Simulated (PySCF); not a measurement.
Sc(OH) (HOSc), SMILES [OH][Sc]. Atoms are numbered in the order given.

```xyz
3

Sc     0.0000     0.0000     0.5698
O      0.0000     0.0000    -1.2223
H      0.0000     0.0000    -2.1877
```
Charge 0, spin multiplicity 1.

Geometry: PBE-D3(BJ)/def2-TZVP. The spin state was assumed, not searched.

Method: PBE/def2-TZVPD (PySCF).

Isolated molecule, no solvent.

The total energy is -836.25558 hartree and the point group is C∞v. The highest occupied level is -3.78 eV and the lowest empty level comes out as -3.56 eV. The orbital gap comes out as 0.22 eV and the dipole moment is 0.73 D. The quadrupole, principal values (traceless, Buckingham form, about the centre of nuclear charge) is -4.10, -4.10, 8.20 D·Å. The mean static polarisability comes out as 124.8 bohr³ (18.49 Å³) and the polarisability, principal values is 118.0, 128.2, 128.2 bohr³.
